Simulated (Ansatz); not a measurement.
The lowest singlet and triplet of CH2S (SMILES C=S); geometries from B3LYP-D3(BJ)/def2-TZVP, each state relaxed from the structure named, with no frequency check.
Singlet (charge 0, multiplicity 1):
```xyz
4

C     -0.98855     0.13182     0.22295
S      0.56452    -0.07527    -0.12731
H     -1.56079     0.97866    -0.15232
H     -1.54022    -0.56516     0.85168
```
Triplet (charge 0, multiplicity 3):
```json
[
 {"atom": "C", "x (Å)": "-1.0231", "y (Å)": "0.1733", "z (Å)": "0.2882"},
 {"atom": "S", "x (Å)": "0.5784", "y (Å)": "-0.0925", "z (Å)": "-0.1546"},
 {"atom": "H", "x (Å)": "-1.5685", "y (Å)": "1.0056", "z (Å)": "-0.1374"},
 {"atom": "H", "x (Å)": "-1.5475", "y (Å)": "-0.5646", "z (Å)": "0.8815"}
]
```

A positive gap puts the triplet lower; no zero-point energy. R- takes a restricted singlet. U- takes an unrestricted singlet (broken symmetry where lower, unprojected). The triplet is unrestricted in single-reference levels. Active spaces average the two states.

Cores are frozen in the correlated methods.

Run with Ansatz (an electronic-structure program) with Gaussian orbitals. 

```tsv
level	gap E(singlet) − E(triplet), adiabatic (kcal/mol)
R-HF/cc-pV(T+d)Z	-19.84
U-SVWN5/def2-TZVPP	-42.21
U-B3LYP/def2-TZVPP	-38.00
R-BHLYP/def2-TZVPP	___
R-CCSD/cc-pV(Q+d)Z	___
U-CCSD(T)/cc-pV(Q+d)Z (spin-contaminated)	-42.29
SC-NEVPT2 on SA-CASSCF(4,3)/cc-pV(D+d)Z	-44.43
SC-NEVPT2 on SA-CASSCF(4,3)/cc-pV(T+d)Z	-44.25
SC-NEVPT2 on SA-CASSCF(4,3)/cc-pV(Q+d)Z	-44.65
```

Task: Some entries are withheld; supply them.

Result: 
- R-BHLYP/def2-TZVPP, gap E(singlet) − E(triplet), adiabatic (kcal/mol): -34.37
- R-CCSD/cc-pV(Q+d)Z, gap E(singlet) − E(triplet), adiabatic (kcal/mol): -40.09

Doubts at one or more of the structures used: a restricted determinant that unrestricted orbitals would lower (R-HF/cc-pV(T+d)Z, R-CCSD/cc-pV(Q+d)Z); T1 above 0.05 (U-CCSD(T)/cc-pV(Q+d)Z (spin-contaminated)).
